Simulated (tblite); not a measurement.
Species: C5H7F2S (doublet state).
Atom-mapped SMILES: `[CH2:1]/[C:2](=[CH:3]/[CH:4]([F:5])[F:6])[S:7][CH3:8]` (hydrogens: H9, H10 on C1; H11 on C3; H12 on C4; H13, H14, H15 on C8)

Structure optimised with GFN2-xTB, isolated species. This method treats the open shell by occupation alone, without spin polarisation.

Question: Give the optimised bond lengths and angles.

Answer: 
```tsv
bond	length (Å)
C1–C2	1.373
C2=C3	1.388
C3–C4	1.482
C4–F5	1.360
C4–F6	1.369
C2–S7	1.778
S7–C8	1.815
C1–H9	1.075
C1–H10	1.072
C3–H11	1.079
C4–H12	1.101
C8–H13, C8–H14, C8–H15	1.086
```

Bonds in one row agree within 0.01 Å and their mean is given. A selection of angles:
```tsv
angle	degrees
C1–C2–C3	121.0
C1–C2–S7	122.0
C3–C2–S7	116.9
C2–C3–C4	124.6
C3–C4–F5	110.7
F5–C4–F6	105.0
C2–S7–C8	103.7
```

Torsions: C1–C2–C3–C4 -179° (antiperiplanar); C2–C3–C4–F5 -143° (anticlinal); C1–C2–S7–C8 -9° (synperiplanar). The mirror-image conformer, all signs reversed, is as good.

C1 (carbon bonded to C and 2 H) is planar (angles 123.3°, 119.5° and 117.1°, sum 360.0°, 0.00 Å off the plane of its three neighbours). C3 (carbon bonded to 2 C and H) is planar (angles 124.6°, 119.5° and 115.9°, sum 360.0°, 0.01 Å off the plane of its three neighbours). C2 (carbon bonded to 2 C and S) is planar (angles 122.0°, 121.0° and 116.9°, sum 360.0°, 0.00 Å off the plane of its three neighbours). Of the pairs four or more bonds apart, S7···H12 is among the closest relative to their van der Waals radii: 2.59 Å, 86 % of the sum of Bondi's values. The 3 C–C bonds span 1.373 Å (C1–C2, drawn single in a drawing that doesn't fit all lengths) to 1.482 Å (C3–C4, drawn single in a drawing that doesn't fit all lengths), a spread of 0.109 Å. The 2 C–S bonds span 1.778 Å (C2–S7, drawn single in a drawing that doesn't fit all lengths) to 1.815 Å (S7–C8, drawn single in a drawing that doesn't fit all lengths), a spread of 0.037 Å.

Point group: C1 (no symmetry element, even within 0.4 Å). Its GFN2-xTB frequencies are all real (lowest 22 cm⁻¹). Torsions: H–C1–C2–C3 -1° and 179°, C2–C3–C4–F5 -143°, C1–C2–S7–C8 -9°.

The numbers are calculated, not measured.
